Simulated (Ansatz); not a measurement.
C₂H₆OSi, SMILES `OC1C[SiH2]1`. Charge 0, multiplicity 1.

Cartesian coordinates in Å:
```
O -1.487 0.154 1.054
C -0.522 -0.471 0.260
C 0.043 0.312 -0.938
Si 1.266 0.003 0.422
H -2.280 0.271 0.520
H -0.730 -1.519 0.036
H 0.086 -0.197 -1.896
H -0.313 1.336 -1.009
H 2.307 -1.036 0.268
H 1.631 1.146 1.282
```

Problem. List the harmonic frequencies (cm⁻¹, unscaled) at PBE0-D4/def2-TZVP in Ansatz. (Estimate.)

Solution. Ansatz gave: 207, 318, 389, 469, 542, 619, 656, 698, 787, 877, 915, 960, 1000, 1115, 1171, 1272, 1378, 1414, 2259, 2287, 3081, 3126, 3211, 3809.

Problem. Is this a minimum?

Solution. Yes, all 24 modes are real.

Problem. Give the ideal-gas thermochemistry at 298.15 K and 1 bar (rigid rotor, harmonic oscillator; point group C1, symmetry number 1).

Solution. Zero-point energy 194.8 kJ/mol; H(298) − E = 211.1 kJ/mol; entropy 298.7 J/(mol·K), of which translation 162.6, rotation 104.1, vibration 32.1; G(298) − E = 122.0 kJ/mol.
